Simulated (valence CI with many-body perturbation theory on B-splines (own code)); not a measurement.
**Forbidden lines of Ru XXIV**

Method: configuration interaction combined with many-body perturbation theory (CI+MBPT): three valence electrons over a frozen Dirac-Fock core [Ar], a basis of 9 s, 9 p, 10 d, 8 f, 5 g, 3 h, 1 i functions for each j, with the one-electron correlation potential Σ1 (screened to all orders), the two-electron term Σ2, the three-electron term Σ3, Breit, model QED; selected single and double excitations, second order for the rest (own B-spline code, finite nucleus).

No measured spectrum was set against this ion. As an estimate, terms of the open shell hold to 2 to 4 % of their energy, and close levels can change places. Only levels of the ground parity were solved; by the run's estimate the other parity begins above the list, which can be wrong where configurations are misplaced.

Lines 1 to 50 of 66 in falling wavelength, among levels below 34.673 eV, chosen from the decays that carry over 1 % of a level's rate. Wavelengths and rates use the calculated energies, so an error of 3000 cm⁻¹ moves a line at 247.2 nm by 7.4 % and its rate by three times that or more. Weak lines are less certain than strong ones. Lines between different terms over intervals too small for the method are left out, as are lines whose strength nearly cancels. The highest levels of a list are the least certain. Branching is blank where the lifetime is uncertain.

Names give the largest LS component (configuration and term), which can be under half, so a name can repeat, a term be missing and a line seem to break the LS rules; names also repeat where a configuration has a term twice. Letters in brackets count levels of one name in rising energy.

| λ vac (nm) | Upper | Lower | Type | A (s⁻¹) | Branch % |
| --- | --- | --- | --- | --- | --- |
| 1102 | 3d3 4P_1/2 | 3d3 4P_3/2 | M1 | 2.13e+01 | 11.2 |
| 696.8 | 3d3 4F_9/2 | 3d3 4F_7/2 | M1 | 6.24e+01 | 100.0 |
| 506.5 | 3d3 4F_7/2 | 3d3 4F_5/2 | M1 | 2.87e+02 | 100.0 |
| 428.4 | 3d3 4F_5/2 | 3d3 4F_3/2 | M1 | 4.89e+02 | 100.0 |
| 365.2 | 3d3 2D_5/2 [a] | 3d3 2D_3/2 [a] | M1 | 1.86e+02 | 6.6 |
| 277.4 | 3d3 2H_11/2 | 3d3 2H_9/2 | M1 | 3.21e+02 | 46.9 |
| 255.6 | 3d3 4P_5/2 | 3d3 4P_3/2 | M1 | 5.93e+02 | 75.0 |
| 247.2 | 3d3 2D_5/2 [a] | 3d3 4P_5/2 | M1 | 1.44e+02 | 5.1 |
| 234.3 | 3d3 4P_3/2 | 3d3 4F_5/2 | M1 | 1.93e+02 | 18.4 |
| 234.0 | 3d3 2H_9/2 | 3d3 4F_9/2 | M1 | 8.59e+02 | 54.3 |
| 231.9 | 3d3 2D_3/2 [a] | 3d3 4P_1/2 | M1 | 3.75e+02 | 7.6 |
| 226.3 | 3d3 2P_3/2 | 3d3 2P_1/2 | M1 | 6.51e+02 | 14.0 |
| 195.7 | 3d3 2P_1/2 | 3d3 4P_1/2 | M1 | 2.03e+03 | 95.1 |
| 192.2 | 3d3 2G_9/2 | 3d3 2H_9/2 | M1 | 1.43e+03 | 41.2 |
| 191.7 | 3d3 2P_3/2 | 3d3 2D_3/2 [a] | M1 | 1.33e+03 | 28.6 |
| 191.6 | 3d3 2D_3/2 [a] | 3d3 4P_3/2 | M1 | 1.85e+03 | 37.3 |
| 189.1 | 3d3 2G_7/2 | 3d3 4F_7/2 | M1 | 6.46e+02 | 28.7 |
| 177.8 | 3d3 2G_9/2 | 3d3 2G_7/2 | M1 | 1.43e+03 | 41.3 |
| 175.2 | 3d3 2H_9/2 | 3d3 4F_7/2 | M1 | 7.21e+02 | 45.6 |
| 161.1 | 3d3 4P_5/2 | 3d3 4F_7/2 | M1 | 9.33e+01 | 11.8 |
| 153.3 | 3d3 2P_3/2 | 3d3 4P_5/2 | M1 | 1.27e+03 | 27.4 |
| 151.5 | 3d3 4P_3/2 | 3d3 4F_3/2 | M1 | 8.54e+02 | 81.5 |
| 137.7 | 3d3 2G_7/2 | 3d3 4F_5/2 | M1 | 1.60e+03 | 71.0 |
| 134.1 | 3d3 2F_5/2 | 3d3 4P_5/2 | M1 | 4.12e+02 | 27.3 |
| 133.7 | 3d3 2F_7/2 | 3d3 4P_5/2 | M1 | 2.18e+01 | 1.3 |
| 133.2 | 3d3 4P_1/2 | 3d3 4F_3/2 | M1 | 1.68e+02 | 88.3 |
| 126.9 | 3d3 2H_11/2 | 3d3 4F_9/2 | M1 | 3.63e+02 | 53.1 |
| 125.7 | 3d3 2D_5/2 [a] | 3d3 4P_3/2 | M1 | 1.81e+02 | 6.5 |
| 122.2 | 3d3 4P_5/2 | 3d3 4F_5/2 | M1 | 9.85e+01 | 12.5 |
| 119.4 | 3d3 2F_5/2 | 3d3 2G_7/2 | M1 | 2.98e+02 | 19.8 |
| 119.1 | 3d3 2F_7/2 | 3d3 2G_7/2 | M1 | 5.36e+02 | 30.7 |
| 113.2 | 3d3 2D_3/2 [b] | 3d3 2F_5/2 | M1 | 1.22e+03 |  |
| 112.4 | 3d3 2D_5/2 [b] | 3d3 2F_7/2 | M1 | 1.11e+03 | 10.9 |
| 112.1 | 3d3 2D_5/2 [b] | 3d3 2F_5/2 | M1 | 2.01e+03 | 19.8 |
| 105.5 | 3d3 2G_9/2 | 3d3 4F_9/2 | M1 | 1.98e+02 | 5.7 |
| 105.4 | 3d3 2D_3/2 [a] | 3d3 4F_5/2 | M1 | 1.91e+03 | 38.6 |
| 102.3 | 3d3 2D_3/2 [b] | 3d3 2P_3/2 | M1 | 1.49e+02 |  |
| 101.5 | 3d3 2D_5/2 [b] | 3d3 2P_3/2 | M1 | 2.05e+02 | 2.0 |
| 97.55 | 3d3 2D_5/2 [a] | 3d3 4F_7/2 | M1 | 1.89e+03 | 67.6 |
| 95.82 | 3d3 2P_3/2 | 3d3 4P_3/2 | M1 | 1.64e+02 | 3.5 |
| 91.65 | 3d3 2G_9/2 | 3d3 4F_7/2 | M1 | 3.84e+02 | 11.1 |
| 87.94 | 3d3 2F_5/2 | 3d3 4P_3/2 | M1 | 2.42e+02 | 16.1 |
| 84.60 | 3d3 2D_3/2 [a] | 3d3 4F_3/2 | M1 | 8.05e+02 | 16.3 |
| 81.80 | 3d3 2D_5/2 [a] | 3d3 4F_5/2 | M1 | 3.42e+02 | 12.2 |
| 81.64 | 3d3 2D_3/2 [b] | 3d3 2D_5/2 [a] | M1 | 1.80e+03 |  |
| 81.61 | 3d3 2F_7/2 | 3d3 4F_9/2 | M1 | 8.32e+02 | 47.7 |
| 81.09 | 3d3 2D_5/2 [b] | 3d3 2D_5/2 [a] | M1 | 2.65e+02 | 2.6 |
| 79.24 | 3d3 2P_1/2 | 3d3 4F_3/2 | M1 | 7.72e+01 | 3.6 |
| 73.06 | 3d3 2F_7/2 | 3d3 4F_7/2 | M1 | 7.86e+01 | 4.5 |
| 70.47 | 3d3 2D_3/2 [b] | 3d3 2P_1/2 | M1 | 2.15e+02 |  |
